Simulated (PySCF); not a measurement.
Correlation energy of Sn (tin, neutral)

[Kr] 4d10 5s2 5p2, high-spin 3P determinant. Computed with PySCF 2.14 in ANO-RCC-VTZP, with the spin-free X2C one-electron Hamiltonian (Gaussian nucleus). Frozen: [Ar] 3d10; 22 electrons correlated.

```
  level  correlation energy (mhartree)
   CCSD                        -623.41
    (T)                         -14.96
CCSD(T)                        -638.37
```

Diagnostics: T1 = 0.0094, D1 = 0.0436, largest double amplitude 0.065.

Problem. Is a single reference adequate?

Solution. Yes, within this model without spin-orbit coupling: T1 lies below 0.03 and no double amplitude reaches 0.07.
